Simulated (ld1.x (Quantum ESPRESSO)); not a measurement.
What the settings do to the RRKJ potential of Zn (Z = 30)

Base potential:

ld1.x (Quantum ESPRESSO) 7.5 input, shortened:

```
&input
   title='Zn', zed=30., rel=1, dft='PBESOL', iswitch=3,
   config='[Ar] 3d10 4s2 4p0'
 /
 &inputp
   pseudotype=2, tm=.false., lloc=1,
   nlcc=.true., rcore=0.40
 /
3
3S  1  0   2.00   0.00  0.90  0.90  0.0
3D  3  2  10.00   0.00  0.85  0.85  0.0
3P  2  1   6.00   0.00  0.75  0.75  0.0
 &test
   configts(1)='3s2 3p6 3d10 4s2 4p0'
 /
```

Occupied shells without a wave of their own: 4s. They enter only through the test configuration that unscreens the potential, and ld1.x also counts them in the model core charge.

Cutoffs, loose and tight: the cutoffs (Ry, on a coarse ladder) from which the occupation-weighted sum of valence levels, in a spherical-Bessel basis at the reference potential, stays within 10 and 1 mRy of its value at 400 Ry. They do not see the model core or the augmentation charge, which bear on the density cutoff. Test errors are all-electron minus pseudo excitation energies from the reference, over the configurations 3s2 3p6 3d10 4s1 4p0; 3s2 3p6 3d10 4s0 4p0; 3s2 3p6 3d9 4s0 4p0; 3s2 3p6 3d10 4s1 4p1; 3s2 3p6 3d9 4s2 4p0; 3s1 3p6 3d10 4s2 4p0; 3s2 3p6 3d9 4s2 4p1. A dash means not determined; rows that change the core or the reference have their own tests.

With those shells counted twice in exchange and correlation these files are broken, and their errors move erratically; no question is asked of them.

| change | outcome | cutoff, loose | cutoff, tight | bound ghosts | largest test error (meV) |
| --- | --- | --- | --- | --- | --- |
| base | generated | 230 Ry | over 300 Ry | none | -1704 |
| all radii but the core radius scaled by about 0.78 (s 0.70, p 0.58, d 0.66 bohr) | failed: compute_phi: phi has nodes before r_c | – | – | – | – |
| all radii but the core radius scaled by about 0.85 (s 0.76, p 0.64, d 0.72 bohr) | failed: compute_phi: phi has nodes before r_c | – | – | – | – |
| all radii but the core radius scaled by about 1.04 (s 0.94, p 0.78, d 0.88 bohr) | generated, misses its reference levels by 0.16 eV | 230 Ry | over 300 Ry | none | -1967 |
| all radii but the core radius scaled by about 1.16 (s 1.04, p 0.88, d 0.98 bohr) | generated, misses its reference levels by 0.34 eV | 200 Ry | 300 Ry | none | -2868 |
| all radii but the core radius scaled by about 1.27 (s 1.14, p 0.96, d 1.08 bohr) | generated, misses its reference levels by 0.53 eV | 160 Ry | 230 Ry | none | -3822 |
| all radii but the core radius scaled by about 1.35 (s 1.22, p 1.02, d 1.14 bohr) | generated, misses its reference levels by 0.75 eV | 160 Ry | 230 Ry | none | -4916 |

Reading the sweep of the scale of all radii but the core radius (base = 1) (base included, trends over the rows without a ghost): The loose cutoff falls from 230 Ry at 1 to 160 Ry at 1.35. A larger radius leaves more room for a smooth pseudo-wave, so fewer plane waves are needed; a smaller one forces it to follow the all-electron wave where it bends sharply. The median size of the test errors (rows with all tests solved) rises from 144.4 meV at 1 to 847.6 meV at 1.35. More of the atom is replaced by a form fitted at one configuration, so other configurations suffer as the radius grows. The generation fails at 0.78, 0.85.
